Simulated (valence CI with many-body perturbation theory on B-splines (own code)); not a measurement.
## Forbidden lines of Pb¹¹⁺

Computed by configuration interaction combined with many-body perturbation theory (CI+MBPT): three valence electrons over a frozen Dirac-Fock core [Xe] 4f14, radial functions for each j: 9 s, 9 p, 10 d, 8 f, 5 g, 3 h, 1 i, with the one-electron correlation potential Σ1 (screened to all orders), the two-electron term Σ2, the three-electron term Σ3, Breit, model QED; selected single and double excitations, second order for the rest, scaled by the run's own slope (own B-spline code, finite nucleus).

No measured spectrum was set against this ion. As an estimate, terms of the open shell hold to 2 to 4 % of their energy, and close levels can change places. Core correlation moves these levels by up to 11000 cm⁻¹, and in measured spectra 5 to 20 % of such shifts remained as error; rates that hang on mixing are uncertain with them. The list stops below the first excitations out of the core. Only levels of the ground parity were solved; by the run's estimate the other parity begins above the list, which can be wrong where configurations are misplaced.

Lines 51 to 100 of 120 in falling wavelength, among levels below 410090 cm⁻¹, chosen from the decays that carry over 1 % of a level's rate. Wavelengths and rates use the calculated energies, so an error of 2000 cm⁻¹ moves a line at 1738 Å by 3.5 % and its rate by three times that or more. Electric multipoles are in the length gauge, E1 and E2 with the static RPA response of the core. Weak lines are less certain than strong ones. Lines between different terms over intervals too small for the method are left out, as are lines whose strength nearly cancels. Where a level lies close to another of its J and parity, the split of strength between their lines is uncertain. The highest levels of a list are the least certain.

Levels are named by their leading jj configuration (3d3/2^4 stands for four electrons in 3d with j = 3/2), which in mixed levels can hold well under half, so a name can repeat and another be missing. Letters in brackets count levels of one name in rising energy.

```
λ vac (Å)                       Upper                      Lower  Type   A (s⁻¹)  Branch %
     1738   (5d3/2 5d5/2^2) J=5/2 [b]  (5d3/2^2 5d5/2) J=5/2 [a]    M1  1.56e+01       4.2
     1725             (5d5/2^3) J=5/2  (5d3/2 5d5/2^2) J=3/2 [a]    M1  5.29e+02      27.3
     1698             (5d5/2^3) J=9/2      (5d3/2^2 5d5/2) J=7/2    M1  3.33e+01       3.3
     1664   (5d3/2 5d5/2^2) J=3/2 [b]  (5d3/2 5d5/2^2) J=7/2 [a]    E2  1.93e+01       1.7
     1657   (5d3/2 5d5/2^2) J=3/2 [b]  (5d3/2^2 5d5/2) J=5/2 [b]    M1  2.54e+01       2.3
     1632   (5d3/2 5d5/2^2) J=7/2 [b]  (5d3/2^2 5d5/2) J=5/2 [a]    M1  3.37e+01      10.9
     1567             (5d5/2^3) J=3/2      (5d3/2^2 5d5/2) J=3/2    M1  8.13e+01       7.9
     1552   (5d3/2 5d5/2^2) J=3/2 [a]            (5d3/2^3) J=3/2    M1  5.59e+01       5.0
     1487       (5d3/2 5d5/2^2) J=1/2            (5d3/2^3) J=3/2    M1  1.17e+01       1.9
     1477             (5d5/2^3) J=5/2  (5d3/2 5d5/2^2) J=7/2 [a]    M1  2.48e+02      12.8
     1472             (5d5/2^3) J=5/2  (5d3/2^2 5d5/2) J=5/2 [b]    M1  2.20e+02      11.4
     1361             (5d5/2^3) J=3/2  (5d3/2^2 5d5/2) J=5/2 [a]    M1  1.94e+02      18.7
     1339   (5d3/2 5d5/2^2) J=5/2 [a]            (5d3/2^3) J=3/2    M1  3.02e+01       6.7
     1278   (5d3/2 5d5/2^2) J=5/2 [b]            (5d3/2^3) J=3/2    M1  2.42e+01       6.4
     1278   (5d3/2 5d5/2^2) J=5/2 [b]            (5d3/2^3) J=3/2    E2  4.66e+00       1.2
     1261   (5d3/2 5d5/2^2) J=3/2 [b]      (5d3/2^2 5d5/2) J=1/2    M1  3.06e+01       2.7
     1195   (5d3/2 5d5/2^2) J=3/2 [b]      (5d3/2^2 5d5/2) J=7/2    E2  1.58e+01       1.4
     1185   (5d3/2 5d5/2^2) J=3/2 [b]      (5d3/2^2 5d5/2) J=3/2    M1  7.00e+01       6.3
     1095             (5d5/2^3) J=5/2      (5d3/2^2 5d5/2) J=7/2    M1  4.36e+01       2.2
     1063   (5d3/2 5d5/2^2) J=3/2 [b]  (5d3/2^2 5d5/2) J=5/2 [a]    M1  6.44e+01       5.8
     1062             (5d5/2^3) J=3/2            (5d3/2^3) J=3/2    M1  1.28e+01       1.2
    320.0          (5d3/2^2 6s) J=5/2      (5d3/2 5d5/2^2) J=9/2    E2  9.31e+03       1.2
    314.7          (5d3/2^2 6s) J=1/2  (5d3/2 5d5/2^2) J=5/2 [a]    E2  4.01e+04       5.1
    311.8  (5d3/2 5d5/2 6s) J=5/2 [a]  (5d3/2 5d5/2^2) J=5/2 [b]    E2  1.32e+04       1.6
    308.5      (5d3/2 5d5/2 6s) J=7/2     (5d3/2 5d5/2^2) J=11/2    E2  3.03e+04       4.4
    308.4  (5d3/2 5d5/2 6s) J=5/2 [a]  (5d3/2 5d5/2^2) J=5/2 [a]    E2  1.45e+04       1.7
    306.5      (5d3/2 5d5/2 6s) J=9/2  (5d3/2 5d5/2^2) J=7/2 [b]    E2  2.18e+04       3.0
    303.0      (5d3/2 5d5/2 6s) J=7/2  (5d3/2 5d5/2^2) J=3/2 [a]    E2  1.42e+04       2.1
    302.6          (5d3/2^2 6s) J=3/2      (5d3/2^2 5d5/2) J=1/2    E2  6.44e+04      10.7
    301.5  (5d3/2 5d5/2 6s) J=5/2 [a]      (5d3/2 5d5/2^2) J=1/2    E2  2.91e+04       3.4
    299.8      (5d3/2 5d5/2 6s) J=9/2  (5d3/2 5d5/2^2) J=5/2 [a]    E2  8.05e+03       1.1
    299.8      (5d3/2 5d5/2 6s) J=3/2  (5d3/2 5d5/2^2) J=5/2 [a]    E2  7.89e+04      10.6
    298.9  (5d3/2 5d5/2 6s) J=5/2 [a]  (5d3/2 5d5/2^2) J=3/2 [a]    E2  1.13e+05      13.4
    298.6          (5d3/2^2 6s) J=3/2      (5d3/2^2 5d5/2) J=7/2    E2  6.47e+04      10.8
    298.0          (5d3/2^2 6s) J=3/2      (5d3/2^2 5d5/2) J=3/2    E2  9.61e+04      16.0
    297.4          (5d3/2^2 6s) J=5/2      (5d3/2^2 5d5/2) J=9/2    E2  1.90e+05      25.0
    297.2      (5d3/2 5d5/2 6s) J=7/2      (5d3/2 5d5/2^2) J=9/2    E2  9.01e+04      13.1
    296.0      (5d3/2 5d5/2 6s) J=9/2     (5d3/2 5d5/2^2) J=11/2    E2  1.11e+05      15.3
    295.8          (5d3/2^2 6s) J=1/2  (5d3/2^2 5d5/2) J=5/2 [b]    E2  2.95e+05      37.4
    294.6          (5d3/2^2 6s) J=5/2      (5d3/2^2 5d5/2) J=7/2    E2  1.51e+05      19.8
    294.3      (5d3/2 5d5/2 6s) J=7/2  (5d3/2 5d5/2^2) J=7/2 [a]    E2  6.39e+04       9.3
    294.1      (5d3/2 5d5/2 6s) J=7/2  (5d3/2^2 5d5/2) J=5/2 [b]    E2  2.52e+04       3.7
    294.0          (5d3/2^2 6s) J=5/2      (5d3/2^2 5d5/2) J=3/2    E2  4.17e+04       5.5
    293.3  (5d3/2 5d5/2 6s) J=5/2 [a]      (5d3/2 5d5/2^2) J=9/2    E2  7.83e+04       9.3
    293.3      (5d3/2 5d5/2 6s) J=3/2      (5d3/2 5d5/2^2) J=1/2    E2  4.18e+04       5.6
    290.9      (5d3/2 5d5/2 6s) J=3/2  (5d3/2 5d5/2^2) J=3/2 [a]    E2  4.10e+04       5.5
    290.5  (5d3/2 5d5/2 6s) J=5/2 [a]  (5d3/2 5d5/2^2) J=7/2 [a]    E2  2.50e+05      29.6
    289.6          (5d3/2^2 6s) J=3/2  (5d3/2^2 5d5/2) J=5/2 [a]    E2  1.85e+05      30.9
    285.9          (5d3/2^2 6s) J=5/2  (5d3/2^2 5d5/2) J=5/2 [a]    E2  8.67e+04      11.4
    285.5      (5d3/2 5d5/2 6s) J=9/2      (5d3/2 5d5/2^2) J=9/2    E2  9.46e+04      13.0
```
